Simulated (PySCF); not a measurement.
C₃H₁₀AsGa.
Bonds: C1–C2 (double), C2–C3, C3–As4, As4–Ga5. Hydrogens: H6, H7 on C1; H8 on C2; H9, H10 on C3; H11, H12 on As4; H13, H14, H15 on Ga5.

Method: PySCF 2.14.0, PBE0-D3(BJ)/def2-SVP geometry optimisation, gas phase.

Q: How far are the bound atoms from Ga5?

A: 4 atoms: H14 1.576 Å, H15 1.578 Å, H13 1.584 Å, As4 2.600 Å. The nearest atom not counted as bound is H8, at 3.57 Å.

Q: List the angles at Ga5.

A: 
| angle | degrees | distance of the outer atoms (Å) |
| --- | --- | --- |
| H14–Ga5–H15 | 119.4 | 2.72 |
| H13–Ga5–H14 | 118.5 | 2.72 |
| H13–Ga5–H15 | 117.5 | 2.70 |
| As4–Ga5–H14 | 99.8 | 3.26 |
| As4–Ga5–H15 | 98.2 | 3.23 |
| As4–Ga5–H13 | 93.6 | 3.13 |

Q: Describe the arrangement about Ga5 in numbers.

A: Angles from 93.6° to 119.4°; τ4 = (360° − α − β)/141° = 0.87 with α and β the two widest (0 for a square, 1 for a tetrahedron).

Q: What are the other bond lengths?

A: C1=C2 1.334 Å; C2–C3 1.491 Å; C3–As4 1.968 Å; C1–H6 1.095 Å; C1–H7 1.093 Å; C2–H8 1.097 Å; C3–H9, C3–H10 1.100 Å; As4–H11, As4–H12 1.513 Å.

Q: Give some angles away from the centre.

A: C1–C2–C3 124.4°, C2–C3–As4 110.0°, C3–As4–Ga5 113.3°.

Q: What are the rotational constants (commonest isotopes, rigid rotor)?

A: A = 2891, B = 934.2, C = 755.7 MHz: an asymmetric top.

Point group: C1 (no symmetry element, even within 0.4 Å). Charge 0, singlet. No PBE0-D3(BJ)/def2-SVP frequencies stand behind this structure, so it isn't proved a minimum.

The run took 3.3 min on an x86-64 server with one thread, no GPU, shared host. That covers the optimisation of the geometry.

Shape of the structure used: `[CH2:1]=[CH:2][CH2:3][AsH2+:4][GaH3-:5]`: C1–C2–C3–As4 112°, C2–C3–As4–Ga5 58°.

One conformer stands for the species.
